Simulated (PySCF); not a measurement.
H$_{2}$Cl$_{2}$FGeN, singlet, geometry from GFN2-xTB; CASCI(4,5)+NEVPT2/STO-3G (PySCF).

Input for PySCF:
```python
from pyscf import gto, scf, mcscf, mrpt
import numpy

mol = gto.Mole()
mol.atom = '''
    N     1.93806127   -0.28757513    0.33649633
    Ge    0.15268217   -0.07710321    0.14048698
    F    -0.44395482   -0.75903348    1.64374429
    Cl   -0.34485662    1.94370685    0.08971545
    Cl   -0.78683411   -1.21317737   -1.37334124
    H     2.25194800   -1.22403085    0.55092481
    H     2.53012907    0.11665923   -0.37404260
'''
mol.basis = 'sto-3g'
mol.verbose = 4
mol.build()

mf = scf.RHF(mol)
mf.kernel()
mc = mcscf.CASCI(mf, 5, 4)
mc.fix_spin_(ss=0.0)
mc.kernel()
occ = numpy.linalg.eigvalsh(mc.fcisolver.make_rdm1(mc.ci, mc.ncas, mc.nelecas))[::-1]
ss = mc.fcisolver.spin_square(mc.ci, mc.ncas, mc.nelecas)[0]
print('natural occupations', occ.round(4), ' <S^2>', round(ss, 4))
e2 = mrpt.NEVPT(mc).kernel()
print('E(NEVPT2) = %.10f' % (mc.e_tot + e2))
```

It wrote (shortened):

```
PySCF version 2.14.0

[INPUT] verbose = 4
[INPUT] num. atoms = 7
[INPUT] num. electrons = 84
[INPUT] charge = 0
[INPUT] spin (= nelec alpha-beta = 2S) = 0
[INPUT] symmetry False subgroup None
[INPUT] Mole.unit = angstrom
[INPUT] Symbol           X                Y                Z      unit          X                Y                Z       unit  Magmom
[...]
nuclear repulsion = 607.591696353904
number of shells = 26
number of NR pGTOs = 144
number of NR cGTOs = 48
basis = sto-3g
ecp = {}

******** <class 'pyscf.scf.hf.RHF'> ********
method = RHF
initial guess = minao
damping factor = 0
level_shift factor = 0
DIIS = <class 'pyscf.scf.diis.CDIIS'>
diis_start_cycle = 1
diis_space = 8
diis_damp = 0
SCF conv_tol = 1e-09
SCF conv_tol_grad = None
SCF max_cycles = 50
direct_scf = True
direct_scf_tol = 1e-13
Set gradient conv threshold to 3.16228e-05
Initial guess from minao.
init E= -3110.98497874698
[...]
cycle= 1 E= -3113.92784889617  delta_E= -2.94  |g|= 0.405  |ddm|= 3.33
[...]
cycle= 2 E= -3113.99783723644  delta_E= -0.07  |g|= 0.0856  |ddm|= 0.769
[...]
cycle= 3 E= -3114.00241783897  delta_E= -0.00458  |g|= 0.0285  |ddm|= 0.215
[...]
cycle= 4 E= -3114.00304409407  delta_E= -0.000626  |g|= 0.00723  |ddm|= 0.0825
[...]
cycle= 5 E= -3114.00309607086  delta_E= -5.2e-05  |g|= 0.00157  |ddm|= 0.0293
[...]
cycle= 6 E= -3114.00309822098  delta_E= -2.15e-06  |g|= 0.000432  |ddm|= 0.00579
[...]
cycle= 7 E= -3114.0030983785  delta_E= -1.58e-07  |g|= 0.000108  |ddm|= 0.00156
[...]
cycle= 8 E= -3114.00309839058  delta_E= -1.21e-08  |g|= 2.24e-05  |ddm|= 0.000475
[...]
cycle= 9 E= -3114.00309839112  delta_E= -5.4e-10  |g|= 4.58e-06  |ddm|= 0.000102
[...]
Extra cycle  E= -3114.00309839113  delta_E= -1.36e-11  |g|= 2.13e-06  |ddm|= 1.17e-05
converged SCF energy = -3114.00309839113

******** <class 'pyscf.mcscf.casci.CASCI'> ********
CAS (2e+2e, 5o), ncore = 40, nvir = 3
natorb = False
canonicalization = True
sorting_mo_energy = False
******** <class 'pyscf.fci.addons.SpinPenaltyFCISolver'> ********
max. cycles = 200
conv_tol = 1e-08
davidson only = True
linear dependence = 1e-12
level shift = 0.001
max iter space = 12
nroots = 1
pspace_size = 400
spin = None
Density matrix diagonal elements [1.99592663e+00 1.99627909e+00 2.65989569e-03 1.65644243e-03
 3.47793998e-03]
CASCI converged
CASCI E = -3114.00740883882  E(CI) = -3.26960441491474  S^2 = 0.0000000
natural occupations [1.9969e+00 1.9956e+00 4.3000e-03 3.2000e-03 1.0000e-04]  <S^2> 0.0

******** <class 'pyscf.mrpt.nevpt2.NEVPT'> ********
NEVPT2 (2e+2e, 5o), ncore = 40, nvir = 3
root = 0
Natural occ [1.99687365e+00 1.99555132e+00 4.26492542e-03 3.17455141e-03
 1.35551900e-04]
Natural orbital (expansion on meta-Lowdin AOs) in CAS space
               #1        #2        #3        #4        #5
0 N 1s           0.00053  -0.00006   0.00084  -0.00205   0.00136
0 N 2s           0.11241   0.14198  -0.03687   0.11171  -0.10442
0 N 2px          0.32014   0.04165   0.10288  -0.22701   0.07239
0 N 2py          0.33872   0.26509   0.00847  -0.08520  -0.00891
0 N 2pz          0.57233   0.41847   0.10191  -0.16255  -0.04090
1 Ge 1s          0.00005   0.00003  -0.00051   0.00006  -0.00032
1 Ge 2s         -0.00036  -0.00050   0.00423  -0.00066   0.00278
1 Ge 3s          0.00022   0.00096  -0.00185   0.00085  -0.00174
1 Ge 4s         -0.03609  -0.03554   0.52364  -0.07648   0.33036
1 Ge 2px        -0.00026  -0.00001  -0.00074  -0.00064  -0.00008
1 Ge 2py        -0.00001   0.00008  -0.00073   0.00026   0.00146
1 Ge 2pz         0.00014  -0.00022  -0.00016   0.00137  -0.00010
1 Ge 3px         0.00519  -0.00023   0.01113   0.00845   0.00159
1 Ge 3py         0.00037  -0.00178   0.01046  -0.00425  -0.02221
1 Ge 3pz        -0.00265   0.00460   0.00370  -0.01988   0.00177
1 Ge 4px        -0.11683  -0.02577  -0.36795  -0.34564  -0.03696
1 Ge 4py         0.00972   0.03386  -0.36347   0.10904   0.70700
1 Ge 4pz         0.07541  -0.07842  -0.04242   0.71622  -0.06329
1 Ge 3dxy       -0.03974  -0.01554   0.02085   0.00532  -0.03149
1 Ge 3dyz        0.00771  -0.06190   0.01063  -0.04143   0.00050
1 Ge 3dz^2      -0.05479   0.03597   0.02119   0.03270  -0.04308
1 Ge 3dxz       -0.01796  -0.06702   0.00949  -0.04115   0.00865
1 Ge 3dx2-y2     0.02694  -0.00903  -0.00446  -0.03254  -0.03744
2 F 1s           0.00003   0.00004   0.00262   0.00249  -0.00019
2 F 2s          -0.03046   0.05134  -0.13232  -0.13790   0.01672
2 F 2px          0.08775  -0.04714  -0.06298  -0.08805   0.03442
2 F 2py          0.03281  -0.15237  -0.09749  -0.20049  -0.11770
2 F 2pz         -0.18926   0.41378   0.37774   0.25219  -0.04023
3 Cl 1s          0.00000  -0.00000  -0.00010  -0.00005  -0.00047
3 Cl 2s          0.00032  -0.00012   0.00164   0.00082   0.00793
3 Cl 3s          0.00510  -0.00588  -0.02723  -0.02418  -0.19583
3 Cl 2px        -0.00130   0.00089  -0.00116  -0.00105   0.00362
3 Cl 2py        -0.00097   0.00045  -0.00337  -0.00129  -0.01225
3 Cl 2pz         0.00175  -0.00231  -0.00027   0.00311   0.00006
3 Cl 3px         0.17713  -0.14183   0.04506   0.04510  -0.14379
3 Cl 3py         0.11663  -0.06188   0.15025   0.03509   0.49698
3 Cl 3pz        -0.24601   0.33895   0.01461  -0.12903   0.00465
4 Cl 1s          0.00000  -0.00003  -0.00040   0.00022   0.00001
4 Cl 2s         -0.00091  -0.00146   0.00659  -0.00373  -0.00021
4 Cl 3s         -0.00684  -0.03728  -0.15704   0.09503   0.01396
4 Cl 2px        -0.00353   0.00005   0.00405  -0.00493  -0.00072
4 Cl 2py        -0.00153   0.00007   0.00530  -0.00374   0.00232
4 Cl 2pz         0.00076  -0.00450   0.00868  -0.00269  -0.00121
4 Cl 3px         0.44704  -0.07807  -0.16445   0.20174   0.01936
4 Cl 3py         0.18499  -0.06050  -0.22291   0.16046  -0.10861
4 Cl 3pz        -0.17535   0.59879  -0.35179   0.11235   0.03489
5 H 1s          -0.00277  -0.03849  -0.04596  -0.07306   0.15795
6 H 1s           0.01410  -0.06456   0.07779   0.03847  -0.03441
<CAS-nat-orb|mo-hf>  41     41      -0.55500272
<CAS-nat-orb|mo-hf>  41     42       0.83181161
<CAS-nat-orb|mo-hf>  42     41       0.83183888
<CAS-nat-orb|mo-hf>  42     42       0.55497341
<CAS-nat-orb|mo-hf>  43     43       0.68805543
<CAS-nat-orb|mo-hf>  43     45       0.61873875
<CAS-nat-orb|mo-hf>  44     44       0.53510471
<CAS-nat-orb|mo-hf>  44     45       0.75320803
<CAS-nat-orb|mo-hf>  45     43       0.61663420
<CAS-nat-orb|mo-hf>  45     44       0.75494290
Sr    (-1)',   E = -0.00086376873393
Si    (+1)',   E = -0.01007722226021
Sijrs (0)  ,   E = -0.03587790815056
Sijr  (+1) ,   E = -0.01445808459832
Srsi  (-1) ,   E = -0.00234185905513
Srs   (-2) ,   E = -0.00072674752757
Sij   (+2) ,   E = -0.02136781423823
Sir   (0)' ,   E = -0.01138039207610
Nevpt2 Energy = -0.097093796640046
E(NEVPT2) = -3114.1045026355
```
